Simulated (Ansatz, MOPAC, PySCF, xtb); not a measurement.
Dimer: NH3 (SMILES N) (first 4 atoms) with C2H6O (SMILES COC); geometry from B3LYP-D3(BJ)/def2-TZVP, rigid monomers moved along the line of their centres of mass till H4···O6 is 1.97 Å.
(charge 0, multiplicity 1):
| atom | x (Å) | y (Å) | z (Å) |
|---|---|---|---|
| N | 0.4980 | -0.0204 | 0.1666 |
| H | -0.0370 | 0.5695 | -0.4604 |
| H | 0.6913 | -0.8832 | -0.3290 |
| H | -0.0986 | -0.2479 | 0.9576 |
| C | -0.3103 | 1.1609 | 3.0957 |
| O | -0.4353 | -0.2350 | 2.9023 |
| C | 0.7309 | -0.9341 | 3.2929 |
| H | 0.5100 | 1.5703 | 2.4949 |
| H | -0.1321 | 1.3981 | 4.1519 |
| H | -1.2485 | 1.6170 | 2.7829 |
| H | 1.5973 | -0.6180 | 2.7004 |
| H | 0.5459 | -1.9939 | 3.1234 |
| H | 0.9486 | -0.7748 | 4.3563 |

Counterpoise-corrected where a basis set is named; no monomer relaxation. Rows marked so take none.

Correlated levels freeze the cores. Rows in 6-31G* carry no dispersion term and start afresh at each structure (6-31G* with six Cartesian d functions). The state that PM7 reach isn't checked; PM7 holds dispersion and hydrogen-bond terms.

Run with Ansatz (Gaussian basis) for Hartree–Fock, density functionals and correlated methods; MOPAC for PM7 (differences of heats of formation); PySCF for 6-31G* rows, the dispersion terms; xtb for the GFN methods. 

```csv
level,interaction energy (kcal/mol)
PM7,-4.09
GFN2-xTB,-2.19
BP86/6-31G* (no counterpoise),-2.80
r2SCAN-D4/def2-TZVPPD,-2.97
PBE0/def2-TZVPPD,-1.58
PBE0-D4/def2-TZVPPD,-2.78
MP2/aug-cc-pVDZ,-2.21
SCS-MP2/aug-cc-pVDZ,?
CCSD/aug-cc-pVDZ,-1.56
```

**Question.** Fill in the missing entries.

**Answer.** 
- SCS-MP2/aug-cc-pVDZ, interaction energy (kcal/mol): -1.27

Ansatz is a program for electronic structure.
